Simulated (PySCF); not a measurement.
**Checking a proposed structure**

A compound C4H8N2Si gives the data below (simulated from a calculation) and was assigned the structure `CN([SiH3])/C=C/C#N`.

13C{1H} NMR (computed): δ 156.3 (C), 115.3 (C), 35.5 (CH3), -3.6 (CH3).

1H NMR (400 MHz, computed): δ 5.23 (q, 2H), 2.48 (s, 3H), 0.38 (t, 3H).

Gas phase, single conformer, one averaged value for each set of equivalent atoms, relativity neglected. Geometry: GFN2-xTB; shieldings: GIAO PBE0/pcSseg-1; PySCF 2.14.

δ = σ(ref) − σ, references computed at the same level: 1H (31.72 ppm) and 13C (186.93 ppm) against TMS.

Problem. Compare with the shifts computed for the proposed structure, pairing carbons in order of shift.

Solution. Numbering as in the mapped SMILES `[CH3:1][N:2]([SiH3:3])/[CH:4]=[CH:5]/[C:6]#[N:7]` (H(Xn): hydrogen on atom n).

```tsv
atom	computed for proposal	given list	difference
C4	160.7	156.3	+4.4
C6	123.8	115.3	+8.5
C5	72.0	35.5	+36.5
C1	34.0	-3.6	+37.6
```

The rms difference is 26.6 ppm and the largest +37.6 ppm at C1 (methyl carbon bonded to N). The carbon types in order of shift don't match either: CH, C, CH, CH3 for the proposal against C, C, CH3, CH3 in the data. The proposal doesn't fit.

Problem. Which isomer fits?

Solution. `C[SiH2]/N=C(/C)C#N`.

- Carbon types of the structure: 2 × C, 2 × CH3, leaving 2 H on heteroatoms.
- δC 156.3: C=N carbon.
- δC 115.3: nitrile carbon; typical of a nitrile.
- δC 35.5: methyl carbon; saturated and bonded to C and H only.
- δC -3.6: methyl carbon bonded to Si; an electropositive neighbour leaves it electron-rich and shielded.

The shifts were computed for this structure.

Shifts are as computed. Against solution values, carbons near 30 ppm lie about +3 ppm off and those near 130 ppm about +5 ppm. Of 1211 compounds with measured shifts, 218 miss one by over three times the rms of a fit or turn the order of signals round; such compounds aren't used in these exercises. Multiplicities follow the n + 1 count of equivalent neighbours, as no J values were calculated; m marks all less simple cases, F and P coupling included.
